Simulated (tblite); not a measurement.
Species: C3H7F2OSi (doublet state).
Atom-mapped SMILES: `[CH2:1][CH2:2][O:3][SiH2:4][CH:5]([F:6])[F:7]` (hydrogens: H8, H9 on C1; H10, H11 on C2; H12, H13 on Si4; H14 on C5)

Structure optimised with GFN2-xTB, isolated species. This method treats the open shell by occupation alone, without spin polarisation.

Question: Give the optimised bond lengths and angles.

Answer: 
```json
{"bond": "C1–C2", "length (pm)": "146.6", "order": "single"}
{"bond": "C2–O3", "length (pm)": "140.1", "order": "single"}
{"bond": "O3–Si4", "length (pm)": "161.3", "order": "single"}
{"bond": "Si4–C5", "length (pm)": "192.7", "order": "single"}
{"bond": "C5–F6, C5–F7", "length (pm)": "136.4", "order": "single"}
{"bond": "C1–H8, C1–H9", "length (pm)": "107.0", "order": "single"}
{"bond": "C2–H10, C2–H11", "length (pm)": "110.5", "order": "single"}
{"bond": "Si4–H12, Si4–H13", "length (pm)": "146.1", "order": "single"}
{"bond": "C5–H14", "length (pm)": "109.9", "order": "single"}
```

Bonds in one row agree within 1 pm and their mean is given. Orders are formal, as drawn. A selection of angles:
```json
{"angle": "C2–C1–H8", "degrees": "119.3"}
{"angle": "H8–C1–H9", "degrees": "120.1"}
{"angle": "C1–C2–O3", "degrees": "114.7"}
{"angle": "C1–C2–H10", "degrees": "110.8"}
{"angle": "C1–C2–H11", "degrees": "110.2"}
{"angle": "O3–C2–H10", "degrees": "105.9"}
{"angle": "O3–C2–H11", "degrees": "108.9"}
{"angle": "H10–C2–H11", "degrees": "105.9"}
{"angle": "C2–O3–Si4", "degrees": "130.6"}
{"angle": "O3–Si4–C5", "degrees": "100.2"}
{"angle": "O3–Si4–H12", "degrees": "114.4"}
{"angle": "C5–Si4–H12", "degrees": "107.6"}
{"angle": "C5–Si4–H13", "degrees": "108.9"}
{"angle": "H12–Si4–H13", "degrees": "111.4"}
{"angle": "Si4–C5–F6", "degrees": "110.2"}
{"angle": "Si4–C5–F7", "degrees": "111.2"}
{"angle": "Si4–C5–H14", "degrees": "116.0"}
{"angle": "F6–C5–F7", "degrees": "105.5"}
{"angle": "F6–C5–H14", "degrees": "106.8"}
```

Dihedral angles: C1–C2–O3–Si4 55° (synclinal); C2–O3–Si4–C5 174° (antiperiplanar); O3–Si4–C5–F6 155° (antiperiplanar). The mirror-image conformer, all signs reversed, is as good.

Si4 (silicon bonded to C, O and 2 H) is distorted tetrahedral (angles from 100.2° to 114.4°). C1 (carbon bonded to C and 2 H) is planar (angles 120.4°, 120.1° and 119.3°, sum 359.8°, 0.03 Å off the plane of its three neighbours). Of the pairs four or more bonds apart, Si4···H9 is among the closest relative to their van der Waals radii: 3.08 Å, 93 % of the sum of Bondi's values. O3 (oxygen bonded to C and Si) is bent (angle 130.6°).

Point group: C1 (no symmetry element, even within 0.4 Å). Its GFN2-xTB frequencies are all real (lowest 17 cm⁻¹). Torsions: H–C1–C2–O3 -178° and 7°, C1–C2–O3–Si4 55°, C2–O3–Si4–C5 174°, O3–Si4–C5–F6 155°. 3 starts were optimised and ended at 0.00, 0.99 and 2.11 kcal/mol (GFN2-xTB); the lowest of these is shown.

All values are computed, not measured.
